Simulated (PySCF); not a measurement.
Al(Me)2(H) (C2H7Al), SMILES [CH3][AlH][CH3].

Geometry: ωB97X-D3(BJ)/def2-SVP. The isomer is the one that the SMILES or the coordinates give; other isomers of the formula were not compared.

These are PySCF with PBE/def2-TZVPD values and carry that method's errors.

Symmetry labels are those of the subgroup C2 that the program uses (full group C2).

Computed valence orbital energies around the gap with their symmetry:
```csv
orbital,symmetry,energy (eV)
HOMO−7,B,-16.40
HOMO−6,A,-9.60
HOMO−5,B,-9.45
HOMO−4,A,-9.31
HOMO−3,A,-9.29
HOMO−2,B,-9.27
HOMO−1,A,-6.63
HOMO,B,-6.51
LUMO,B,-1.62
LUMO+1,A,-0.66
LUMO+2,B,0.08
LUMO+3,A,0.70
```
